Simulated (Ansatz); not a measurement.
Program: Ansatz. Geometries: PBE0-D4/def2-TZVP. ΔE: electronic, gas phase. CCSD(T)/CBS adds triple-zeta CCSD(T) − MP2 to the extrapolated MP2 energy (def2 sets, frozen cores). Functionals use def2-TZVPP. One conformer a species, not always the lowest.

Consider the substitution at a C–B bond: `CCB(O)S` + `OC(=S)S` → `CCOC(=S)S` + `OBS`.

```csv
level,ΔE (kJ/mol)
ωB97M-V,90.0
PBE0,90.2
```

Problem. What does CCSD(T)/CBS give? (Estimate.)

Solution. Computed: +87.6 kJ/mol. The listed levels differ from it by 2.4, 2.6 kJ/mol.

Largest T1 diagnostic among the species: 0.017.

From PBE to PBE0 (25 % exact exchange), in def2-TZVPP and without D4, ΔE moves by +4.4 kJ/mol.
